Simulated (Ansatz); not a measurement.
`COC([SiH3])=S` + `CS[SiH2]O` → `CS[SiH2]O[SiH3]` + `COC=S`  (ligand exchange at the Si–C bond)

Program: Ansatz. Geometries: PBE0-D4/def2-TZVP. ΔE: electronic, gas phase. CBS: MP2 limit from def2 TZ/QZ plus the TZ coupled-cluster correction, frozen cores. DFT in def2-TZVPP. B3LYP here is the variant with VWN-RPA as its local correlation; programs differ in this. One conformer a species, not always the lowest.

CCSD(T)/CBS gives -117.9 kJ/mol.

Problem. Another level gave -120.5 kJ/mol. Which?
A. r2SCAN/def2-TZVPP
B. B3LYP-D4/def2-TZVPP
C. PBE/def2-TZVPP
D. HF/def2-TZVPP

Solution. B. B3LYP-D4 -120.5, PBE -100.0, r2SCAN -113.6, HF/def2-TZVPP -149.8 kJ/mol.

Largest T1 diagnostic among the species: 0.017.

In def2-TZVPP, CCSD(T) changes the Hartree–Fock value by +30.5 kJ/mol (the triples alone add +5.8 kJ/mol) and MP2 by +30.0 kJ/mol. From PBE to PBE0 (25 % exact exchange), in def2-TZVPP and without D4, ΔE moves by −9.5 kJ/mol.
